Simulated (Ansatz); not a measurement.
System: C₂H₂F₃, charge 0, multiplicity 2. It need not be the lowest isomer of its formula. 
Structure (B3LYP-D3(BJ)/def2-TZVP (Ansatz, a program for electronic structure) minimum search):
```xyz
7

F     -1.6277    -0.2207     0.9501
C     -0.9762    -0.1382    -0.2657
C      0.5042    -0.1709    -0.0511
F      1.0185     0.8674     0.6023
F      1.2060    -0.4204    -1.1591
H     -1.2744     0.8014    -0.7478
H     -1.2645    -0.9834    -0.8915
```
Charge 0, spin multiplicity 2.

Wanted: atomisation energy (electronic, to ground-state atoms), in kJ/mol. Cores are frozen in the correlated levels unless marked. Open shells are spin-unrestricted. No spin-orbit coupling. Non-relativistic. The coupled-cluster limit lacks core correlation, which all-electron functionals hold. CBS(X,Y): correlation extrapolated as X^-3; Hartree-Fock from the larger set (for Q and 5 zeta extrapolated as (X+1)exp(-9√X)). [CCSD(T)-MP2]/basis is that difference in the basis named.

```json
[
 {"level": "revPBE-D4/def2-TZVPD", "program": "Ansatz + dftd4", "atomisation energy (kJ/mol)": "2675.6", "minus last row": "35.9"},
 {"level": "BHLYP-D4/def2-TZVPD", "program": "Ansatz + dftd4", "atomisation energy (kJ/mol)": "2507.2", "minus last row": "-132.5"},
 {"level": "CAM-B3LYP-D3(BJ)/def2-TZVPD", "program": "Ansatz + dftd3", "atomisation energy (kJ/mol)": "2674.9", "minus last row": "35.2"},
 {"level": "CAM-B3LYP/def2-TZVPD", "program": "Ansatz", "atomisation energy (kJ/mol)": "2668.9", "minus last row": "29.2"},
 {"level": "B2GP-PLYP-D3(BJ)/def2-TZVPD", "program": "Ansatz + dftd3", "atomisation energy (kJ/mol)": "2615.3", "minus last row": "-24.4"},
 {"level": "CCSD(T)/cc-pVDZ", "program": "Ansatz", "atomisation energy (kJ/mol)": "2397.1", "minus last row": "-242.6"},
 {"level": "CCSD(T) with core electrons/cc-pwCVTZ", "program": "Ansatz", "atomisation energy (kJ/mol)": "2575.2", "minus last row": "-64.5"},
 {"level": "RI-MP2/CBS(cc-pVTZ,cc-pVQZ)+[CCSD(T)-MP2]/cc-pVQZ", "program": "Ansatz", "atomisation energy (kJ/mol)": "2639.6", "minus last row": "-0.1"},
 {"level": "CCSD(T)/CBS(cc-pVTZ,cc-pVQZ)", "program": "Ansatz", "atomisation energy (kJ/mol)": "2638.9", "minus last row": "-0.8"},
 {"level": "CCSD(T)/CBS(cc-pVQZ,cc-pV5Z)", "program": "Ansatz", "atomisation energy (kJ/mol)": "2639.7", "minus last row": "0.0"}
]
```
